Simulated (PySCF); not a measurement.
Sb(OH)(TeH)2 (H3OSbTe2), SMILES [TeH][Sb]([OH])[TeH].

Geometry: r2SCAN-D4/def2-SVP. The structure was generated by enumeration; whether it is a known compound was not checked. The def2 effective core potentials stand for the cores of Sb, Te; spin–orbit coupling is left out. Other conformers were not sampled.

Two levels are set side by side: TDDFT-PBE/def2-SVPD (PySCF) and TDDFT-M06-2X/def2-SVPD (PySCF). Vertical, same geometry. The lowest singlet is HOMO→LUMO 96 % with PBE and HOMO→LUMO 85 % with the other functional; states are paired by order. Differences are taken from unrounded values.

```json
[
 {"quantity": "lowest singlet excitation (eV)", "TDDFT-M06-2X": "3.21", "TDDFT-PBE": "2.77", "TDDFT-PBE minus TDDFT-M06-2X": "-0.43"},
 {"quantity": "lowest triplet excitation (TDA) (eV)", "TDDFT-M06-2X": "2.81", "TDDFT-PBE": "2.40", "TDDFT-PBE minus TDDFT-M06-2X": "-0.41"}
]
```

Functionals without exact exchange tend to place singlet excitations lower, as here. Differences between two approximate levels are no errors against the true value.

Rough cost on one machine, each run with all the roots and properties that it gave: TDDFT-M06-2X against TDDFT-PBE about 10 times.
